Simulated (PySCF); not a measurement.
CH₃O₃S, SMILES [O-]S(C)(=O)=O, charge -1.

Geometry: PBE0-D3(BJ)/def2-SVPD.

Level of theory: PySCF with PBE0/def2-SVPD.

Symmetry labels are those of the subgroup Cs that the program uses (full group C3v).

Q: List the valence orbital energies around the gap with their symmetry. (The exact figures need the calculation; the answer reports its results.)

A: 
| orbital | symmetry | energy (eV) |
|---|---|---|
| HOMO−7 | A" | -7.10 |
| HOMO−6 | A' | -7.10 |
| HOMO−5 | A" | -4.40 |
| HOMO−4 | A' | -4.40 |
| HOMO−3 | A" | -3.33 |
| HOMO−2 | A' | -3.33 |
| HOMO−1 | A' | -3.27 |
| HOMO | A" | -2.24 |
| LUMO | A' | 4.25 |
| LUMO+1 | A' | 5.18 |
| LUMO+2 | A" | 5.18 |
| LUMO+3 | A' | 5.24 |
